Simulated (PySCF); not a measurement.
CH7O2PSi.
Z-matrix (Å and degrees, PBE0-D3(BJ)/def2-SVP geometry), rows numbered from 1:
```
C 
O   1  1.3999
Si  2  1.6574  1  124.80
O   3  1.6620  2  112.66  1    64.79
P   3  2.2383  2  103.58  1  -179.49
H   1  1.1067  2  112.11  3    55.26
H   1  1.1004  2  108.91  3   174.49
H   1  1.1049  2  111.75  3   -66.32
H   3  1.5000  2  108.68  1   -54.78
H   4  0.9608  3  117.17  2   -98.44
H   5  1.4299  3   93.03  2   162.66
H   5  1.4292  3   92.44  2    69.01
```

Jobs on this species (12 atoms, 58 electrons) with PySCF (density fitting). Hardware of each: one thread, Arm Neoverse V1 (aarch64), shared host. Times come from a shared host and carry two figures at best. Peak memory is the resident size of the whole Python process, interpreter and libraries included.

**Question.** Rank these jobs by wall time, shortest first.
A. PBE0-D3(BJ)/def2-SVP, grid level 1; geometry optimisation from a GFN2-xTB start shaken at random; 113 basis functions
B. delta-SCF UKS HF, pcX-2 on the ionised atom, pcseg-1 elsewhere, spin-free X2C; ΔSCF core ionisation, 7 holes; 155 basis functions
C. delta-SCF UKS B3LYP, pcX-2 on the ionised atom, pcseg-1 elsewhere, spin-free X2C; ΔSCF core ionisation, 7 holes; 155 basis functions

**Answer.** B (31 s), C (52 s), A (2.5 min).

All jobs:

```json
{"level and settings": "delta-SCF UKS PBE, pcX-2 on the ionised atom, pcseg-1 elsewhere, spin-free X2C", "work": "ΔSCF core ionisation, 7 holes", "basis functions": "155", "SCF cycles": "107", "wall time": "26 s", "peak memory": "0.58 GiB"}
{"level and settings": "delta-SCF UKS HF, pcX-2 on the ionised atom, pcseg-1 elsewhere, spin-free X2C", "work": "ΔSCF core ionisation, 7 holes", "basis functions": "155", "SCF cycles": "92", "wall time": "31 s", "peak memory": "0.58 GiB"}
{"level and settings": "delta-SCF UKS SCAN, pcX-1 on the ionised atom, pcseg-1 elsewhere, spin-free X2C", "work": "ΔSCF core ionisation, 7 holes", "basis functions": "135", "SCF cycles": "106", "wall time": "34 s", "peak memory": "0.58 GiB"}
{"level and settings": "delta-SCF UKS SCAN, def2-TZVP on the ionised atom, pcseg-1 elsewhere, spin-free X2C", "work": "ΔSCF core ionisation, 7 holes", "basis functions": "132", "SCF cycles": "107", "wall time": "39 s", "peak memory": "0.58 GiB"}
{"level and settings": "delta-SCF UKS SCAN, pcX-2 on the ionised atom, pcseg-1 elsewhere, non-relativistic", "work": "ΔSCF core ionisation, 7 holes", "basis functions": "155", "SCF cycles": "109", "wall time": "41 s", "peak memory": "0.58 GiB"}
{"level and settings": "delta-SCF UKS SCAN, pcX-2 on the ionised atom, pcseg-1 elsewhere, spin-free X2C", "work": "ΔSCF core ionisation, 7 holes", "basis functions": "155", "SCF cycles": "109", "wall time": "42 s", "peak memory": "0.56 GiB"}
{"level and settings": "delta-SCF UKS PBE0, pcX-2 on the ionised atom, pcseg-1 elsewhere, spin-free X2C", "work": "ΔSCF core ionisation, 7 holes", "basis functions": "155", "SCF cycles": "93", "wall time": "49 s", "peak memory": "0.58 GiB"}
{"level and settings": "delta-SCF UKS B3LYP, pcX-2 on the ionised atom, pcseg-1 elsewhere, spin-free X2C", "work": "ΔSCF core ionisation, 7 holes", "basis functions": "155", "SCF cycles": "97", "wall time": "52 s", "peak memory": "0.58 GiB"}
{"level and settings": "PBE0-D3(BJ)/def2-SVP, grid level 1", "work": "geometry optimisation from a GFN2-xTB start shaken at random", "basis functions": "113", "SCF cycles": "195", "wall time": "2.5 min", "peak memory": "0.46 GiB"}
```

**Question.** What do all jobs in the table cost together?

**Answer.** About 7.7 min; the longest takes about 32 % of that, and about 5.8 times as long as the shortest.
